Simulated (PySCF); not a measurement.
O₂Si (SMILES O=[Si]=O), singlet, geometry from GFN2-xTB; SCAN/aug-cc-pVDZ (PySCF).

PySCF was given this input:
```python
from pyscf import gto, scf, dft

mol = gto.Mole()
mol.atom = '''
    O    -0.000000   -0.000000   -1.491085
    Si    0.000000    0.000000    0.000000
    O     0.000000    0.000000    1.491085
'''
mol.basis = 'aug-cc-pvdz'
mol.charge = 0
mol.spin = 0
mol.verbose = 5
mol.build()

mf = dft.RKS(mol)
mf.xc = 'scan'
mf.grids.atom_grid = (75, 302)
mf.kernel()
mf.analyze()
```

Output, abridged:

```
PySCF version 2.14.0

[INPUT] verbose = 5
[INPUT] max_memory = 4000
[INPUT] num. atoms = 3
[INPUT] num. electrons = 30
[INPUT] charge = 0
[INPUT] spin (= nelec alpha-beta = 2S) = 0
[INPUT] symmetry False subgroup None
[INPUT] Mole.unit = angstrom
[INPUT] Symbol           X                Y                Z      unit          X                Y                Z       unit  Magmom
[...]
[INPUT] ---------------- BASIS SET ----------------
[INPUT] l, kappa, [nprim/nctr], expnt,             c_1 c_2 ...
[INPUT] Si
[...]
                                11820             0.00209717 -0.000555116 0.000142236
                                2692              0.0108506 -0.00293805 0.000752185
                                763.4             0.0436754 -0.0117687 0.00302279
                                249.6             0.137653 -0.0402907 0.0103677
                                90.28             0.316644 -0.100609 0.0262563
                                35.29             0.418581 -0.196528 0.0523989
                                14.51             0.210212 -0.102382 0.0290959
                                4.053             0.0144952 0.52719 -0.178003
                                1.482             -0.0020359 0.593251 -0.346874
                                0.2517            0.000624186 0.0332652 0.62302
[...]
                                74.42             0.0298811 -0.00630328
                                23.48             0.127212 -0.0288255
                                8.488             0.320943 -0.069456
                                3.217             0.455429 -0.119493
                                1.229             0.268563 -0.0199581
                                0.2964            0.0188336 0.510268
[...]
[INPUT] O
[...]
                                1759              0.00547 -0.001263
                                400.8             0.027837 -0.006267
                                113.7             0.1048 -0.025716
                                37.03             0.283062 -0.070924
                                13.27             0.448719 -0.165411
                                5.025             0.270952 -0.116955
                                1.013             0.015458 0.557368
[...]
                                3.854             0.228913
                                1.046             0.508728
[...]
nuclear repulsion = 90.8528796115044
number of shells = 24
number of NR pGTOs = 120
number of NR cGTOs = 73
basis = aug-cc-pvdz
ecp = {}

******** <class 'pyscf.dft.rks.RKS'> ********
method = RKS
initial guess = minao
damping factor = 0
level_shift factor = 0
DIIS = <class 'pyscf.scf.diis.CDIIS'>
diis_start_cycle = 1
diis_space = 8
diis_damp = 0
SCF conv_tol = 1e-09
SCF conv_tol_grad = None
SCF max_cycles = 50
direct_scf = True
direct_scf_tol = 1e-13
XC library pyscf.dft.libxc version 7.1.2
    S. Lehtola, C. Steigemann, M. J. T. Oliveira, and M. A. L. Marques,  SoftwareX 7, 1–5 (2018)
XC functionals = scan
    J. Sun, A. Ruzsinszky, and J. P. Perdew,  Phys. Rev. Lett. 115, 036402 (2015)
    J. Sun, A. Ruzsinszky, and J. P. Perdew,  Phys. Rev. Lett. 115, 036402 (2015)
radial grids:
    Treutler-Ahlrichs [JCP 102, 346 (1995); DOI:10.1063/1.469408] (M4) radial grids

becke partition: Becke, JCP 88, 2547 (1988); DOI:10.1063/1.454033
pruning grids: <function nwchem_prune>
grids dens level: 3
symmetrized grids: False
atomic radii adjust function: <function treutler_atomic_radii_adjust>
User specified grid scheme (75, 302)
small_rho_cutoff = 0
Set gradient conv threshold to 3.16228e-05
Initial guess from minao.
atom O rad-grids = 75, ang-grids = [ 50  50  50  50  50  50  50  50  50  50  50  50  50  50  50  50  50  50
  50  50  50  50  50  86  86  86  86  86  86  86  86  86 266 266 266 266
 266 266 266 302 302 302 302 302 302 302 302 302 302 302 302 302 302 302
 302 302 302 302 302 266 266 266 266 266 266 266 266 266 266 266 266 266
 266 266 266]
[...]
converged SCF energy = -439.908273630812
Total Energy =                        -439.908273630811891
[...]
2 O 3dx2-y2     -0.00000   0.43047   0.00000  -0.00000   0.00000
2 O 4dxy        -0.55793  -0.00000  -0.00000  -0.00000  -0.00000
2 O 4dyz        -0.00000  -0.00000   0.38820  -0.43172  -0.00000
2 O 4dz^2       -0.00000  -0.00000   0.00000  -0.00000   0.52567
2 O 4dxz         0.00000   0.00000  -0.43172  -0.38820   0.00000
2 O 4dx2-y2      0.00000  -0.55793  -0.00000   0.00000  -0.00000
               #71       #72       #73
0 O 1s           0.00000   0.00000  -0.00048
0 O 2s          -0.00000  -0.00000   0.00484
0 O 3s           0.00000   0.00000  -0.13901
0 O 4s          -0.00000  -0.00000   0.06794
0 O 2px          0.00244   0.00536   0.00000
0 O 2py          0.00536  -0.00244  -0.00000
0 O 2pz         -0.00000  -0.00000   0.00767
0 O 3px          0.03269   0.07193  -0.00000
0 O 3py          0.07193  -0.03269   0.00000
0 O 3pz          0.00000   0.00000   0.03618
0 O 4px          0.00522   0.01147   0.00000
0 O 4py          0.01147  -0.00522  -0.00000
0 O 4pz         -0.00000  -0.00000   0.01881
0 O 3dxy        -0.00000   0.00000   0.00000
0 O 3dyz        -0.34668   0.15758  -0.00000
0 O 3dz^2        0.00000   0.00000  -0.36232
0 O 3dxz        -0.15758  -0.34668   0.00000
0 O 3dx2-y2     -0.00000   0.00000  -0.00000
0 O 4dxy         0.00000  -0.00000  -0.00000
0 O 4dyz         0.53736  -0.24425   0.00000
0 O 4dz^2        0.00000  -0.00000   0.54479
0 O 4dxz         0.24425   0.53736  -0.00000
0 O 4dx2-y2      0.00000  -0.00000   0.00000
1 Si 1s         -0.00000  -0.00000   0.00022
1 Si 2s         -0.00000   0.00000   0.00011
1 Si 3s          0.00000   0.00000  -0.00068
1 Si 4s          0.00000  -0.00000   0.11984
1 Si 5s         -0.00000  -0.00000  -0.04497
1 Si 2px         0.00027   0.00059   0.00000
1 Si 2py         0.00059  -0.00027  -0.00000
1 Si 2pz         0.00000   0.00000   0.00000
1 Si 3px         0.00456   0.01003  -0.00000
1 Si 3py         0.01003  -0.00456   0.00000
1 Si 3pz        -0.00000  -0.00000  -0.00000
1 Si 4px        -0.00450  -0.00989   0.00000
1 Si 4py        -0.00989   0.00450  -0.00000
1 Si 4pz        -0.00000  -0.00000  -0.00000
1 Si 5px         0.00227   0.00498  -0.00000
1 Si 5py         0.00498  -0.00227   0.00000
1 Si 5pz         0.00000   0.00000   0.00000
1 Si 3dxy       -0.00000  -0.00000   0.00000
1 Si 3dyz       -0.00000   0.00000  -0.00000
1 Si 3dz^2      -0.00000   0.00000   0.27581
1 Si 3dxz       -0.00000  -0.00000  -0.00000
1 Si 3dx2-y2    -0.00000   0.00000  -0.00000
1 Si 4dxy       -0.00000  -0.00000   0.00000
1 Si 4dyz       -0.00000   0.00000   0.00000
1 Si 4dz^2       0.00000  -0.00000   0.00667
1 Si 4dxz       -0.00000  -0.00000  -0.00000
1 Si 4dx2-y2     0.00000   0.00000   0.00000
2 O 1s           0.00000  -0.00000  -0.00048
2 O 2s           0.00000   0.00000   0.00484
2 O 3s           0.00000  -0.00000  -0.13901
2 O 4s           0.00000   0.00000   0.06794
2 O 2px          0.00244   0.00536   0.00000
2 O 2py          0.00536  -0.00244  -0.00000
2 O 2pz         -0.00000  -0.00000  -0.00767
2 O 3px          0.03269   0.07193   0.00000
2 O 3py          0.07193  -0.03269  -0.00000
2 O 3pz         -0.00000   0.00000  -0.03618
2 O 4px          0.00522   0.01147  -0.00000
2 O 4py          0.01147  -0.00522  -0.00000
2 O 4pz         -0.00000  -0.00000  -0.01881
2 O 3dxy        -0.00000  -0.00000   0.00000
2 O 3dyz         0.34668  -0.15758  -0.00000
2 O 3dz^2       -0.00000  -0.00000  -0.36232
2 O 3dxz         0.15758   0.34668   0.00000
2 O 3dx2-y2     -0.00000  -0.00000  -0.00000
2 O 4dxy         0.00000   0.00000  -0.00000
2 O 4dyz        -0.53736   0.24425   0.00000
2 O 4dz^2        0.00000   0.00000   0.54479
2 O 4dxz        -0.24425  -0.53736  -0.00000
2 O 4dx2-y2      0.00000   0.00000   0.00000
 ** Mulliken pop on meta-lowdin orthogonal AOs  **
 ** Mulliken pop  **
 ** Mulliken atomic charges  **
charge of    0O =     -0.72627
charge of    1Si =      1.45254
charge of    2O =     -0.72627
Dipole moment(X, Y, Z, Debye):  0.00000, -0.00000,  0.00000
```
